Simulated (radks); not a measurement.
Question: The mean radii <r> (bohr) of the occupied orbitals of an atom or ion are listed with their occupations. Calculated with a radial shooting solver on a logarithmic mesh with Libxc functionals: scalar-relativistic Kohn-Sham, r2SCAN, spin-polarised, spherical densities, finite nucleus; meta-GGA in the generalised Kohn-Sham scheme; Fermi nuclear charge, rms radius of each element as measured or else 0.836 A^(1/3) + 0.57 fm.

| orbital | occ. | <r> |
|---|---|---|
| 1s up | 1 | 0.09098 |
| 1s down | 1 | 0.09096 |
| 2s up | 1 | 0.4423 |
| 2s down | 1 | 0.4424 |
| 2p up | 3 | 0.4060 |
| 2p down | 3 | 0.4061 |
| 3s up | 1 | 1.490 |
| 3s down | 1 | 1.508 |
| 3p up | 3 | 1.686 |
| 3p down | 1 | 1.729 |

Name the element and its charge. Open shells, if any, are filled with parallel spins first.

Answer: Z = 17, chlorine, charge +1: Cl+ in [Ne] 3s2 3p4. The 1s radius gives Z: for a bare nucleus <r> = (2 gamma + 1)/(2Z) with gamma = sqrt(1 - (Z/c)^2), 0.08778 bohr for Z = 17, and screening makes it slightly larger (0.09098 here). The occupations add up to 16, and the charge is Z minus that.
